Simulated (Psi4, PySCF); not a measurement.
Here is a job for PySCF.
```python
from pyscf import gto, scf, dft

mol = gto.Mole()
mol.atom = '''
    Se   -0.002122    0.055731   -0.001401
    H    -0.991565   -0.986707    0.017580
    H     1.063712   -0.908138    0.030069
'''
mol.basis = 'cc-pvtz'
mol.charge = 0
mol.spin = 0
mol.verbose = 4
mol.build()

mf = dft.RKS(mol)
mf.xc = 'r2scan'
mf.grids.atom_grid = (99, 590)
mf.grids.prune = None
mf.kernel()
```

Task: Write the same job for Psi4.

Result: This is not unique; one that fits is 
```
memory 2 GB

molecule {
0 1
  Se   -0.00212195    0.05573074   -0.00140146
  H    -0.99156528   -0.98670710    0.01758038
  H     1.06371165   -0.90813823    0.03006913
}

set basis cc-pvtz
set scf_type pk
set puream true
set d_convergence 1e-8
set dft_radial_points 99
set dft_spherical_points 590

energy('r2scan')
print_variables()
```

Both were run: PySCF gave -2402.778771 Eh and Psi4 -2402.778329 Eh, 0.442 mEh apart.
